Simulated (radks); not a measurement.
Results of a calculation; reference values are marked as such.
Species: Br4+. Configuration: [Ar] 3d10 4s2 4p1 (the NIST ground configuration). Code: a radial shooting solver on a logarithmic mesh with Libxc functionals. Model: scalar-relativistic Kohn-Sham, PBE, spin-polarised, spherical densities, finite nucleus; open shells are filled with parallel spins first; Fermi nuclear charge, rms radius 4.1629 fm.

Unscreened Slater integrals over Kohn-Sham orbitals (eV). They are taken over the spin-up orbitals.

integral    value
F0(4p,4p)  14.493
F2(4p,4p)  7.7449
F0(4p,4s)  15.278
G1(4p,4s)  10.378
F0(4p,3d)  18.598
F2(4p,3d)  4.2745
G1(4p,3d)  1.4968
G3(4p,3d)  1.3907
F0(4p,3p)  18.670
F2(4p,3p)  4.1024
G0(4p,3p)  1.0624
G2(4p,3p)  1.2429
F0(4s,4s)  16.243
F0(4s,3d)  20.517
G2(4s,3d)  1.9079
F0(4s,3p)  20.611
G1(4s,3p)  1.5300
F0(3d,3d)  42.592
F2(3d,3d)  20.388
F4(3d,3d)  12.825
F0(3d,3p)  42.886
F2(3d,3p)  20.595
G1(3d,3p)  24.885
G3(3d,3p)  15.437
F0(3p,3p)  43.610
F2(3p,3p)  21.874

Derived for the open shells (J is the average intra-shell exchange parameter used in DFT+U). 4p: J = F2/5 = 1.549 eV.
